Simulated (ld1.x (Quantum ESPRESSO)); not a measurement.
# Cr, TM semilocal: configuration errors across variants

| Item | Value |
| --- | --- |
| Element | chromium |
| Generator | ld1.x (Quantum ESPRESSO) 7.5 |
| Type | norm-conserving Troullier–Martins (semilocal form) |
| Functional | PBE |
| Relativity | scalar-relativistic |
| Frozen core | [Ar] |
| Valence charge | 6 |
| Reference configuration | 3d5 4s1 4p0 |
| Partial waves | 4p (bound, empty): rc 3.85 bohr; 3d (bound): rc 1.05 bohr; 4s (bound): rc 2.00 bohr |
| Local potential | the s channel |
| Core correction | none |

All-electron excitation energies from the reference (eV): (1) 3d5 4s0 4p0 6.901; (2) 3d4 4s0 4p0 22.953; (3) 3d3 4s0 4p0 53.702; (4) 3d4 4s2 4p0 -0.100; (5) 3d5 4s0 4p1 3.121; (6) 3d4 4s1 4p0 7.987; (7) 3d6 4s0 4p0 1.732.

A semilocal file is local in each channel, so a ghost entry of none says nothing of the separable form that plane-wave codes build from it.

Errors AE − PS in meV (a dash: test not solved or not reliable):

| change | (1) | (2) | (3) | (4) | (5) | (6) | (7) | bound ghosts |
| --- | --- | --- | --- | --- | --- | --- | --- | --- |
| base | +18 | +108 | -109 | -69 | +8.1 | -32 | -27 | none |
| core correction a·sin(br)/r model core inside 0.66 bohr | -19 | -79 | -807 | -115 | -2.3 | -72 | -43 | none |
| core correction a·sin(br)/r model core inside 0.86 bohr | -19 | -79 | -806 | -115 | -2.3 | -72 | -43 | none |
| core correction a·sin(br)/r model core inside 1.04 bohr | -19 | -79 | -803 | -114 | -2.2 | -71 | -43 | none |
| core correction a·sin(br)/r model core inside 1.18 bohr | -19 | -79 | -795 | -113 | -2.2 | -71 | -43 | none |

(1) Give the same row for: core correction a·sin(br)/r model core inside 0.48 bohr.

Results:

(1) -19, -79, -806, -114, -2.3, -72, -43; bound ghosts: none.
